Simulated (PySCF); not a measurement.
## Orbital picture of NaBi

TPSSh at R = 3.000 Å; Na aug-cc-pVDZ, Bi aug-cc-pVDZ-PP with ECP60; scalar-relativistic core potentials (PySCF 2.14). State: ³Σ⁻ (triplet), unpaired electrons π ↑↑. Only the outer orbitals are listed, counted within each symmetry, core potentials removing the inner ones.

```
spin  orbital  occ.  ε (eV)  on Na (%)            main shells (%)
   α       7σ     1  -14.14          3                    97 Bi s
   α       4π     1   -4.50          2                    98 Bi p
   α       4π     1   -4.50          2                    98 Bi p
   α       8σ     1   -4.50         17           82 Bi p, 15 Na s
   α       9σ     0   -1.78         89           68 Na s, 20 Na p
   α       5π     0   -0.28        105                   103 Na p
   α       5π     0   -0.28        105                   103 Na p
   β       7σ     1  -12.75          5                    95 Bi s
   β       8σ     1   -3.92         39           62 Bi p, 35 Na s
   β       4π     0   -2.36          9                    91 Bi p
   β       4π     0   -2.36          9                    91 Bi p
   β       9σ     0   -1.71         81  52 Na s, 28 Na p, 13 Bi p
```

Question: Which are the highest filled and the lowest empty level, where do they sit, and how wide is the gap?

Answer: Highest filled β 8σ at -3.92 eV (in %: 62 Bi p, 35 Na s); lowest empty β 4π at -2.36 eV (in %: 91 Bi p); the gap at TPSSh is 1.56 eV.

- bond order (Mayer): 0.92
- ⟨S²⟩: 2.018
- charge on Na (Mulliken, basis-dependent): 0.31
- charge on Na (Löwdin, basis-dependent): 0.31
- dipole moment (positive dipole means Na(−)Bi(+)): -6.33 D

Shares are Mulliken populations and can fall outside 0 to 100 %.

These are scalar-relativistic numbers at best; spin–orbit coupling would shift them, the dissociation energy most. The state is the lowest determinant that a PBE0 search found; another state may lie lower at other levels.
